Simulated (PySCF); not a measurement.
## Radial density of Mn (manganese, neutral)

B3LYP, [Ar] 3d5 4s2, high-spin 6S determinant. Computed with PySCF 2.14 in Sapporo-DKH3-DZP-2012 (6s5p3d1f, 43 functions), with scalar relativity by spin-free X2C-1e.

| r (bohr) | 4πr²ρ (e/bohr) | 4πr²(ρα − ρβ) |
| --- | --- | --- |
| 0.00129 | 0.2940 | 0.0000 |
| 0.00217 | 0.7400 | 0.0001 |
| 0.00365 | 1.823 | 0.0002 |
| 0.00614 | 4.272 | 0.0005 |
| 0.0103 | 9.330 | 0.0010 |
| 0.0174 | 17.87 | 0.0017 |
| 0.0292 | 27.30 | 0.0021 |
| 0.0491 | 29.49 | 0.0013 |
| 0.0827 | 23.48 | 0.0054 |
| 0.139 | 28.23 | 0.0701 |
| 0.234 | 31.09 | 0.4979 |
| 0.393 | 13.31 | 2.0303 |
| 0.662 | 14.65 | 4.0316 |
| 1.11 | 9.152 | 3.2370 |
| 1.87 | 2.059 | 1.0810 |
| 3.15 | 0.8008 | 0.1406 |
| 5.30 | 0.1289 | -0.0129 |
| 8.91 | 0.002759 | -0.0010 |

Densities and radii are taken from the X2C orbitals without a picture-change correction, which distorts them close to the nucleus.

**Question.** Where is the radial spin density 4πr²(ρα − ρβ) most negative, and why is it negative at all?

**Answer.** Around r = 5.30 bohr, down to -0.0129 e/bohr: exchange with the open shell polarises the paired shells in an unrestricted calculation.
